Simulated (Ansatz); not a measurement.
Reaction (ligand exchange at the Si–C bond): `O[SiH](O)[CH2][GeH3]` + `N[SiH](O)Cl` → `O[SiH](O)N[SiH](O)Cl` + `[CH3][GeH3]`

Computed with Ansatz on PBE0-D4/def2-TZVP structures; ΔE is electronic, products minus reactants. CCSD(T)/CBS is the MP2 limit (def2-TZVPP, def2-QZVPP) plus CCSD(T) − MP2 in def2-TZVPP, frozen cores. Functionals use def2-TZVPP. B3LYP here is the variant with VWN-RPA as its local correlation; programs differ in this. For Ge outer-core shells are correlated without core-valence functions, which leaves a few kJ/mol of doubt a bond. Scalar relativity is left out up to krypton. One conformer a species, not always the lowest.

```csv
level,ΔE (kJ/mol),difference from CCSD(T)/CBS
PBE-D4,-69.9,3.3
r2SCAN-D4,-76.3,-3.1
B3LYP-D4,-78.5,-5.3
ωB97X-V,-73.9,-0.7
ωB97M-V,-74.5,-1.3
B2PLYP,-75.7,-2.5
PBE,-67.4,5.8
PBE0,-70.2,3.0
B3LYP,-74.5,-1.3
MP2/def2-TZVPP,-74.6,-1.4
SCS-MP2/def2-TZVPP,-75.1,-1.9
HF/def2-QZVPP,-80.8,-7.6
MP2/def2-QZVPP,-73.8,-0.6
SCS-MP2/def2-QZVPP,-74.4,-1.2
HF/CBS(def2),-80.9,-7.7
CCSD/CBS(def2),-73.3,-0.1
CCSD(T)/CBS,-73.2,0
```

Largest T1 diagnostic among the species: 0.011.

In def2-TZVPP, CCSD(T) changes the Hartree–Fock value by +5.0 kJ/mol (the triples alone add +0.1 kJ/mol) and MP2 by +5.4 kJ/mol. The D4 term adds −3.9 kJ/mol with B3LYP and −2.4 kJ/mol with PBE0; it sums over pairs of atoms, weighted by their polarisabilities, and B3LYP, whose exchange is more repulsive, gets the larger term.
